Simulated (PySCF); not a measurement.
Si(H)2(Me)2 (C2H8Si), SMILES C[SiH2]C. Geometry: PBE-D3(BJ)/def2-SVP. The isomer is the one that the SMILES or the coordinates give; other isomers of the formula were not compared.

Calculation: PySCF with PBE-D3(BJ)/def2-SVP.

Harmonic wavenumbers (cm⁻¹): 157, 173, 199, 446, 560, 616, 638, 707, 828, 848, 861, 887, 921, 1213, 1220, 1380, 1382, 1389, 1393, 2142, 2143, 2975, 2975, 3073, 3074, 3078, 3078. Rotational constants (GHz): 16.38, 5.779, 4.774; symmetry number 2.

Task: Work out the zero-point energy and the ideal-gas rigid-rotor harmonic-oscillator thermochemistry at 298.15 K and 1 atm.

Result: ZPE = ½ Σ hcν = ½ × 38359 cm⁻¹ = 54.84 kcal/mol. H − E(el) = 59.10 kcal/mol. Entropy in cal/(mol K): translation 38.20, rotation 22.70, vibration 10.52, total 71.42. G − E(el) = 37.81 kcal/mol. Cp = 22.38 cal/(mol K).
